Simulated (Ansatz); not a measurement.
isocyanic acid (SMILES N=C=O) moved off its minimum; all values from Ansatz (an electronic-structure program), cores frozen in correlated methods.
(charge 0, multiplicity 1)
```xyz
4

N     -1.0796     0.2281     0.2477
C      0.0363     0.0013    -0.0151
O      1.1561    -0.1632    -0.3306
H     -1.7185    -0.2898     0.8416
```

Q: Give the forces (eV/Å), the total energy and the dipole at CCSD(T)/aug-cc-pVTZ.

A: 
```tsv
atom	Fx	Fy	Fz
N1	-4.666	0.708	1.286
C2	4.263	-1.210	-0.828
O3	0.056	0.175	-0.110
H4	0.347	0.327	-0.348
```
Energy -168.4414 hartree, dipole 2.39 D.
